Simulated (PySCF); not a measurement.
MFOH across group 14

Level: PBE0, basis family def2-TZVP, scalar-relativistic core potentials from Rb on and no relativity for lighter atoms.

Each entry is the lowest minimum that a search over a few typed start shapes (and spin states, where more than one is plausible) found, or that minimum re-optimised at the stated level; isomers with ligand–ligand bonds, or fragments after loss of a ligand pair, can lie lower. Open shells are unrestricted; no spin–orbit coupling; PySCF with density fitting.

```
molecule  2S+1  point group  mean bond to the central atom (Å)  polar-tensor charge of the central atom  gap (eV)  lowest ω (cm⁻¹)  atomisation (kJ/mol)
 SiF(OH)     1           Cs                              1.629                                     1.03      6.19              322                  1544
 GeF(OH)     1           Cs                              1.769                                     1.14      6.32              252                  1398
 SnF(OH)     1           Cs                              1.957                                     1.22      5.81              185                  1317
```

Left out of the table are members whose search was unfinished or whose lowest solution was spin-contaminated, unstable, very soft or bonded differently.
